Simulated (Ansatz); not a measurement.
`[AlH2][AlH][SeH]` + `C/C=C/N` → `C/C=C\[NH][AlH2]` + `[AlH2][SeH]`  (cleavage of the Al–Al bond)

Program: Ansatz. Geometries: PBE0-D4/def2-TZVP. ΔE: electronic, gas phase. CBS: MP2 limit from def2 TZ/QZ plus the TZ coupled-cluster correction, frozen cores. Double bonds are as drawn, so ΔE can hold a change between cis and trans. DFT in def2-TZVPP. B3LYP here is the variant with VWN-RPA as its local correlation; programs differ in this. For Se outer-core shells are correlated without core-valence functions, which leaves a few kJ/mol of doubt a bond. Scalar relativity is left out up to krypton. One conformer a species, not always the lowest.

```csv
level,ΔE (kJ/mol),difference from CCSD(T)/CBS
PBE-D4,-84.1,16.0
PBE0-D4,-85.1,15.0
B3LYP-D4,-103.1,-3.0
ωB97X-V,-97.7,2.4
ωB97M-V,-108.7,-8.6
B2PLYP,-104.5,-4.4
r2SCAN,-99.2,0.9
PBE0,-82.4,17.7
B3LYP,-98.0,2.1
HF/def2-TZVPP,-97.6,2.5
SCS-MP2/def2-TZVPP,-110.1,-10.0
CCSD/def2-TZVPP,-99.0,1.1
HF/def2-QZVPP,-98.7,1.4
SCS-MP2/def2-QZVPP,-110.3,-10.2
HF/CBS(def2),-98.9,1.2
CCSD/CBS(def2),-99.0,1.1
CCSD(T)/CBS,-100.1,0
```

Largest T1 diagnostic among the species: 0.012.

The D4 term adds −5.1 kJ/mol with B3LYP and −2.7 kJ/mol with PBE0; it sums over pairs of atoms, weighted by their polarisabilities, and B3LYP, whose exchange is more repulsive, gets the larger term.
